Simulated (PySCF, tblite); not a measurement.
Problem. Give a GFN2-xTB geometry of InChI=1S/C4H5F4PS/c5-2-1-9(10)3(2)4(6,7)8/h2-3,9H,1H2/t2-,3+/m1/s1.

Solution. 
```
atom  x, y, z in Å
F1    -0.2278    1.8916    0.5023
C2    -0.4607    0.9950   -0.5025
C3    -1.7550    0.2189   -0.2117
P4    -0.7719   -1.1624    0.5750
S5    -1.0865   -3.0334    0.2882
C6     0.5163   -0.1959   -0.4039
C7     1.8607    0.0573    0.2357
F8     2.6690   -1.0008    0.0858
F9     1.7659    0.2762    1.5517
F10    2.4961    1.1071   -0.2990
H11   -0.4233    1.5578   -1.4402
H12   -2.4658    0.7608    0.4090
H13   -2.2464   -0.1204   -1.1241
H14   -0.5548   -0.6936    1.8707
H15    0.6799   -0.6501   -1.3863
```

Any rigid rotation of these coordinates is as good. Atoms count from 1 in this order. Of the pairs four or more bonds apart, F1···F9 is among the closest relative to their van der Waals radii: 2.77 Å, 94 % of the sum of Bondi's values. P4 (phosphorus bonded to 2 C, S and H) has angles from 76.2° to 124.9°. The 3 C–C bonds span 1.510 Å (C6–C7, drawn single) to 1.543 Å (C2–C6, drawn single), a spread of 0.033 Å. The C–F distances run from 1.337 Å (C7–F9, drawn single) to 1.367 Å (F1–C2, drawn single), a spread of 0.030 Å.

Bonds between heavy atoms (Å): F1–C2 1.367, C2–C3 1.537, C3–P4 1.869, P4=S5 1.919, P4–C6 1.885, C6–C7 1.510, C7–F8 1.340, C7–F9 1.337, C7–F10 1.339, C2–C6 1.543.

The geometry is computed with GFN2-xTB (gas phase).

Point group: C1 (no symmetry element, even within 0.4 Å). Its GFN2-xTB frequencies are all real (lowest 34 cm⁻¹). One conformer, not necessarily the lowest (F1–C2–C3–P4 -95°, C2–C3–P4–S5 -137°, C3–P4–C6–C7 138°, F1–C2–C6–P4 94°).
